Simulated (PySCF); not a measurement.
CH₆Cl₂OSi₂, SMILES C[Si](Cl)(Cl)O[SiH3].

Geometry optimised at B3LYP-D3(BJ)/def2-SVP. Other conformers were not sampled.

Method: SMD-B3LYP/def2-SVP run with PySCF.

Solvation free energies are E(SMD) − E(gas) at the gas-phase geometry, for 1 M in both phases. In vacuum the dipole moment is 1.54 D.

```csv
solvent,ΔG(solv) (kcal/mol),its non-electrostatic (CDS) part,dipole (D)
water,1.1,3.7,1.95
chloroform,-4.1,-2.3,1.85
n-hexane,-3.3,-2.4,1.70
```
